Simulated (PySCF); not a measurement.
B(F)2(SH) (BF2HS), SMILES FB(F)S. Atoms are numbered in the order given.

```xyz
5

B      0.0014    -0.4648     0.0000
F      1.1123    -1.1820     0.0000
F     -1.1589    -1.1041     0.0000
S      0.1027     1.3360     0.0000
H     -1.2305     1.5230     0.0000
```
Charge 0, spin multiplicity 1.

Coordinates come from a ωB97X-D3(BJ)/def2-SVP optimisation. The values are those of a single conformer.

Calculation: TDDFT-CAM-B3LYP/def2-SVPD run with PySCF 2.14.0.

Vertical excitations. Gas-phase values at a fixed geometry. State labels are in the subgroup Cs.

```json
[
 {"state": "S1", "symmetry": "A\"", "energy (eV)": "6.71", "λ (nm)": "185", "f": "0.017", "main pairs": "HOMO→LUMO 56 %, HOMO→LUMO+2 41 %"},
 {"state": "S2", "symmetry": "A'", "energy (eV)": "7.45", "λ (nm)": "167", "f": "0.151", "main pairs": "HOMO→LUMO+1 92 %"},
 {"state": "S3", "symmetry": "A\"", "energy (eV)": "7.47", "λ (nm)": "166", "f": "0.070", "main pairs": "HOMO→LUMO+2 51 %, HOMO→LUMO 40 %"},
 {"state": "S4", "symmetry": "A\"", "energy (eV)": "8.51", "λ (nm)": "146", "f": "0.001", "main pairs": "HOMO→LUMO+3 72 %, HOMO−1→LUMO+1 19 %"},
 {"state": "S5", "symmetry": "A\"", "energy (eV)": "8.72", "λ (nm)": "142", "f": "0.016", "main pairs": "HOMO−1→LUMO+1 64 %, HOMO→LUMO+3 20 %, HOMO→LUMO+4 11 %"},
 {"state": "S6", "symmetry": "A'", "energy (eV)": "8.84", "λ (nm)": "140", "f": "0.048", "main pairs": "HOMO−1→LUMO 84 %"},
 {"state": "S7", "symmetry": "A\"", "energy (eV)": "8.93", "λ (nm)": "139", "f": "0.001", "main pairs": "HOMO→LUMO+4 86 %"},
 {"state": "S8", "symmetry": "A'", "energy (eV)": "9.17", "λ (nm)": "135", "f": "0.003", "main pairs": "HOMO→LUMO+5 93 %"},
 {"state": "S9", "symmetry": "A\"", "energy (eV)": "9.73", "λ (nm)": "127", "f": "0.039", "main pairs": "HOMO→LUMO+7 52 %, HOMO→LUMO+6 23 %, HOMO→LUMO+10 10 %, HOMO→LUMO+12 9 %"},
 {"state": "S10", "symmetry": "A'", "energy (eV)": "9.74", "λ (nm)": "127", "f": "0.246", "main pairs": "HOMO−1→LUMO+2 74 %"},
 {"state": "T1", "symmetry": "A'", "energy (eV)": "6.22", "λ (nm)": "199", "f": "0", "main pairs": "HOMO→LUMO+1 98 %"},
 {"state": "T2", "symmetry": "A\"", "energy (eV)": "6.25", "λ (nm)": "198", "f": "0", "main pairs": "HOMO→LUMO+2 48 %, HOMO→LUMO 46 %"},
 {"state": "T3", "symmetry": "A\"", "energy (eV)": "7.12", "λ (nm)": "174", "f": "0", "main pairs": "HOMO→LUMO 46 %, HOMO→LUMO+2 40 %"},
 {"state": "T4", "symmetry": "A'", "energy (eV)": "7.84", "λ (nm)": "158", "f": "0", "main pairs": "HOMO−1→LUMO+2 58 %, HOMO−1→LUMO 29 %"}
]
```
Triplets are in the Tamm–Dancoff approximation, which puts them higher than full response would, so one can lie above its singlet here.
